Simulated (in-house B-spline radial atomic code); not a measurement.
Configurations of I5+, with energies counted from [Kr] 4d10 5s2. Computed with a B-spline radial code for spherical atoms: scalar-relativistic (X2C) PBE0, spin-polarised, spherical fractional occupations, exact exchange averaged over the configuration, Fermi nucleus of rms radius 4.75 fm. Shells without spins written out take the highest spin.

Occupations are held fixed; configurations that lie above the ionisation limit could autoionise.

```csv
configuration,E - E(ref) (eV),highest orbital,its <r> (bohr)
[Kr] 4d10 5s1 5f1,48.654,5f up,3.71
[Kr] 4d9 5s2 5d1,74.694,5d up,2.394
[Ar] 3d9 4s2 4p6 4d10 5s2 6s1,653.57,6s up,3.253
[Ar] 3d9 4s2 4p6 4d10 5s2 5f1,665.43,5f up,3.522
[Ar] 3d9 4s2 4p6 4d10 5s2 6f1,674.38,6f up,5.853
```

Task: Order these further configurations by energy, lowest first.
A. [Ar] 3d10 4s2 4p5 4d10 5s2 5f1
B. [Ar] 3d10 4s2 4p5 4d10 5s2 6p1
C. [Kr] 4d10 5s1 6d1
D. [Ar] 3d9 4s2 4p6 4d10 5s2 5d1
E. [Kr] 4d9 5s2 6f1

Result: C (48.887 eV), E (101.39 eV), B (166.97 eV), A (173.69 eV), D (647.43 eV).

Task: How far above the reference does [Kr] 4d10 5s1 5p1 lie?

Result: 11.841 eV; its least bound orbital is 5p up with <r> = 1.95 bohr.
